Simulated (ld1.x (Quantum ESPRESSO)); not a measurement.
Configuration tests for tin (Sn) (RRKJ)

- Element: Sn
- Generator: ld1.x (Quantum ESPRESSO) 7.5
- Type: norm-conserving RRKJ (Kleinman–Bylander form)
- Functional: LDA (PZ)
- Relativity: scalar-relativistic
- Frozen core: [Kr] 4d10
- Valence charge: 4
- Reference configuration: 5s2 5p2
- Partial waves: 5p (bound): rc 2.05 bohr; 5s (bound): rc 2.20 bohr
- Local potential: the s channel
- Core correction: Bessel-smoothed model core inside 1.15 bohr
- rho0: 0.02

Energies are relative to the spin-unpolarised reference configuration 5s2 5p2; without spin polarisation the order of configurations can differ from experiment. Spin-polarised rows fill each open shell by Hund’s rule, majority spin first. The frozen-core shift is the all-electron ΔE with the core orbitals held at their reference shape minus the fully relaxed ΔE.

```tsv
valence configuration	charge	ΔE all-electron (eV)	error AE − PS (meV)	frozen-core shift (meV)
5s2 5p0	+2	21.362	-61	+78
5s1 5p0	+3	52.813	-331	+420
5s1 5p2	+1	14.833	-38	+45
5s1 5p3	0	7.075	-15	+14
5s2 5p1.5	+0.5	2.716	-1.7	+2.0
5s2 5p2 (spin-polarised)	0	-0.475	-1.9	+4.7
5s2 5p1 (spin-polarised)	+1	6.945	-9.4	+13
```

What are ΔE and the potential's error for 5s2 5p1?

ΔE = 7.098 eV all-electron; the error (AE − PS) is -8.2 meV.

What are ΔE and the potential's error for 5s0 5p4?

ΔE = 14.400 eV all-electron; the error (AE − PS) is -61 meV.

Levels in the configuration 5s1 5p0:

```
level  all-electron (eV)  pseudo (eV)
   5s            -36.458      -36.886
```
